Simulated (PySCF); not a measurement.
**Continuum solvent and chemical shifts**

Geometry:
```
atom   x (Å)   y (Å)   z (Å)
  C1  -2.627  -0.566  -0.371
  C2  -1.205  -1.163  -0.457
 Si3   0.010   0.282  -0.648
  C4   1.669  -0.001   0.124
  C5   2.759  -0.630  -0.721
  C6   2.869   0.801  -0.320
  O7  -0.874   1.490   0.127
 Si8  -2.453   1.091   0.534
  H9  -3.348  -1.255   0.100
 H10  -3.013  -0.353  -1.383
 H11  -0.950  -1.675   0.488
 H12  -1.115  -1.920  -1.252
 H13   0.243   0.668  -2.077
 H14   1.662  -0.297   1.179
 H15   3.414  -1.360  -0.239
 H16   2.539  -0.856  -1.770
 H17   3.603   1.068   0.445
 H18   2.727   1.569  -1.087
 H19  -2.584   0.963   2.019
 H20  -3.402   2.140   0.059
```

GIAO PBE0/pcSseg-1 in PySCF on one PBE0-D3(BJ)/def2-SVP conformer, non-relativistic, equivalent nuclei averaged. Solvents enter as an IEF-PCM continuum (methanol with ε = 32.6, acetonitrile with ε = 35.7) around the gas-phase geometry.

Gas phase, σ in ppm: C2 174.9, C1 175.9, C6 180.7, C5 184.4, C4 187.7, Si3 322.9, Si8 352.6, O7 283.7, H20 26.19, H19 26.30, H13 27.17, H12 30.18, H9 30.27, H10 30.34. Dipole moment 1.77 D.

Problem. How does each σ change in the continuum?

Solution. 
```json
{"atoms": "C2", "environment": "sp3 CH2 bonded to Si", "Δσ, methanol": "+0.7", "Δσ, acetonitrile": "+0.7"}
{"atoms": "C1", "environment": "sp3 CH2 bonded to Si", "Δσ, methanol": "+0.6", "Δσ, acetonitrile": "+0.6"}
{"atoms": "C6", "environment": "three-membered-ring carbon", "Δσ, methanol": "+1.0", "Δσ, acetonitrile": "+1.0"}
{"atoms": "C5", "environment": "three-membered-ring carbon", "Δσ, methanol": "+0.8", "Δσ, acetonitrile": "+0.8"}
{"atoms": "C4", "environment": "three-membered-ring carbon", "Δσ, methanol": "+0.8", "Δσ, acetonitrile": "+0.8"}
{"atoms": "Si3", "environment": "silicon bonded to 2 C, O, H, in a 5-membered ring", "Δσ, methanol": "-2.3", "Δσ, acetonitrile": "-2.3"}
{"atoms": "Si8", "environment": "silicon bonded to C, O, 2 H, in a 5-membered ring", "Δσ, methanol": "-1.9", "Δσ, acetonitrile": "-1.9"}
{"atoms": "O7", "environment": "oxygen bonded to 2 Si, in a 5-membered ring", "Δσ, methanol": "+4.4", "Δσ, acetonitrile": "+4.4"}
{"atoms": "H20", "environment": "hydrogen on a silicon bonded to C, O, in a 5-membered ring", "Δσ, methanol": "+0.04", "Δσ, acetonitrile": "+0.04"}
{"atoms": "H19", "environment": "hydrogen on a silicon bonded to C, O, in a 5-membered ring", "Δσ, methanol": "+0.04", "Δσ, acetonitrile": "+0.04"}
{"atoms": "H13", "environment": "hydrogen on a silicon bonded to 2 C, O, in a 5-membered ring", "Δσ, methanol": "+0.06", "Δσ, acetonitrile": "+0.06"}
{"atoms": "H12", "environment": "hydrogen on an sp3 CH2 bonded to Si", "Δσ, methanol": "-0.12", "Δσ, acetonitrile": "-0.12"}
{"atoms": "H9", "environment": "hydrogen on an sp3 CH2 bonded to Si", "Δσ, methanol": "-0.16", "Δσ, acetonitrile": "-0.16"}
{"atoms": "H10", "environment": "hydrogen on an sp3 CH2 bonded to Si", "Δσ, methanol": "-0.19", "Δσ, acetonitrile": "-0.19"}
```

Changes are relative to the gas phase. The dipole moment becomes 2.36 D in methanol, 2.36 D in acetonitrile.

Problem. Which of the listed nuclei move most (in ppm), and what does the model miss?

Solution. O7 (oxygen bonded to 2 Si, in a 5-membered ring, +4.4 ppm) in acetonitrile. A continuum only polarises the solute; specific hydrogen bonds, the anisotropy of aromatic solvents and changes of geometry or conformer are outside it.
